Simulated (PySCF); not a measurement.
A structure optimised at PBE0-D3(BJ)/def2-SVP, used in a PySCF frequency run:

```xyz
6

Ta     0.0000     0.0000     0.0000
Cl     0.0000     0.0000     2.3267
Cl     0.0000     0.0000    -2.3267
Cl    -2.2841     0.0000     0.0000
Cl     1.1421     1.9781     0.0000
Cl     1.1421    -1.9781     0.0000
```

Problem. Write its SMILES, formula and point group.

Solution. [Cl][Ta]([Cl])([Cl])([Cl])[Cl], Cl5Ta, D3h

Problem. What are its rotational constants (standard atomic weights)?

Solution. 0.91085, 0.76430, 0.76430 GHz
